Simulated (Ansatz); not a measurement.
Sn₅⁻. Total charge -1; doublet. Geometry PBE-D4/def2-SVPD; atoms count from 1.

Cartesian coordinates in Å:
```
Sn 0.5381 -0.5294 1.1960
Sn 1.5217 -1.6169 3.4547
Sn -1.3045 -0.8015 -1.0226
Sn -1.2840 1.3207 -2.8879
Sn 0.5287 1.6271 -0.7402
```

In the def2 sets Sn takes a core potential; there is no spin–orbit coupling. The charge -1 doublet is spin-contaminated (final ⟨S²⟩ up to 1.03, 0.75 for a pure state). Another isomer (doublet) lies 1.50 eV lower at PBE0-D4/def2-TZVPD; other spin states weren't run for this one.

Estimate the Mulliken populations from the PBE0/def2-TZVPD orbitals of Ansatz.


```
atom  charge (e)  spin (α − β)
 Sn1       -0.04         -0.45
 Sn2       -0.29          1.40
 Sn3       -0.17          0.12
 Sn4       -0.32         -0.20
 Sn5       -0.18          0.13
```
Mulliken values depend strongly on the basis. With diffuse functions, as here, like atoms can get unlike values, and bond orders can come out too low or too high.

Where does the spin sit?

Summed by element: Sn 1.00, of 1 unpaired in all. Largest on single atoms: Sn2 1.40, Sn1 -0.45, Sn4 -0.20.

And the Mayer bond orders between heavy atoms (over 0.3)?

Sn1–Sn2 1.45 (2.69 Å); Sn1–Sn3 0.66 (2.90 Å); Sn1–Sn5 0.65 (2.90 Å); Sn3–Sn4 1.07 (2.83 Å); Sn3–Sn5 1.01 (3.06 Å); Sn4–Sn5 1.07 (2.83 Å).
